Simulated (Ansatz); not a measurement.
C2H3ClF2Si, singlet, at a GFN2-xTB geometry; SC-NEVPT2/6-31G, CASSCF(6,5) (Ansatz, a program for electronic structure).

The Ansatz input:
Ansatz 0.2 input:
```yaml
crystal:
  periodic: [false, false, false]
  atoms:
    - {symbol: C, position_ang: [-2.59448640, 0.62910880, 0.28989272]}
    - {symbol: C, position_ang: [-1.45421486, 0.84933525, -0.35102424]}
    - {symbol: Si, position_ang: [0.19524280, 0.12021878, 0.14080785]}
    - {symbol: F, position_ang: [0.08451162, -0.59646221, 1.56669221]}
    - {symbol: F, position_ang: [1.24880108, 1.28061080, 0.46766327]}
    - {symbol: Cl, position_ang: [1.01143233, -1.13399652, -1.16627567]}
    - {symbol: H, position_ang: [-2.64340193, -0.00355509, 1.16062393]}
    - {symbol: H, position_ang: [-3.52329432, 1.07640349, -0.02620059]}
    - {symbol: H, position_ang: [-1.46865961, 1.49402805, -1.22145699]}
basis:
  gaussian:
    orbitals: 6-31G
magnetization: {spin_polarized: false}
correlation: {method: sc_nevpt2, electrons: all, active_space: {window: {electrons: 6, orbitals: 5}}}
```

Write the output that Ansatz gives for this input, abridged.


```
Functional definition: HF
780 factors; integrals over basis functions are off by at most 2.4e-4 eV
mean field evaluation 1: about -27881.8559 eV, gradient 3.5e1 eV
mean field evaluation 2: about -27881.8633 eV, gradient 3.5e1 eV
mean field evaluation 4: about -27884.6820 eV, gradient 2.5e0 eV
mean field evaluation 8: about -27884.7055 eV, gradient 1.5e-4 eV
mean field -27884.70549951 eV, -1024.7440261748 hartree, gradient 2.9e-6 eV, S^2 0.000000; 0 other end points of the search recorded, 0 dependent functions left out; unrestricted orbitals would lower it
reference -27884.70549951 eV, -1024.7440261748 hartree; 32, 32 occupied and 36, 36 virtual orbitals, 780 factors
state -27886.22558003 eV, -1024.7998881035 hartree
state -27886.22558003 eV, -1024.7998881035 hartree; corrected -27898.84858404 eV, -1025.2637749446 hartree
state -27885.96927008 eV, -1024.7904688865 hartree
state -27885.96927008 eV, -1024.7904688865 hartree; corrected -27898.85962900 eV, -1025.2641808396 hartree
state -27885.96927008 eV, -1024.7904688865 hartree; corrected -27898.85962900 eV, -1025.2641808396 hartree
state -27886.02275616 eV, -1024.7924344639 hartree
state -27886.02275616 eV, -1024.7924344639 hartree; corrected -27898.97051724 eV, -1025.2682559071 hartree
state -27886.02275616 eV, -1024.7924344639 hartree; corrected -27898.97051724 eV, -1025.2682559071 hartree
state -27886.02337097 eV, -1024.7924570575 hartree
state -27886.02337097 eV, -1024.7924570575 hartree; corrected -27898.96221650 eV, -1025.2679508608 hartree
state -27886.02275616 eV, -1024.7924344639 hartree; corrected -27898.97051724 eV, -1025.2682559071 hartree
WARN: the results are in doubt because another end's mean lies 0.203 eV lower, and its corrected mean 0.122 eV higher
Total energy: -27898.97051724 eV, -1025.2682559071 hartree
In doubt: another end's mean lies 0.203 eV lower, and its corrected mean 0.122 eV higher
```
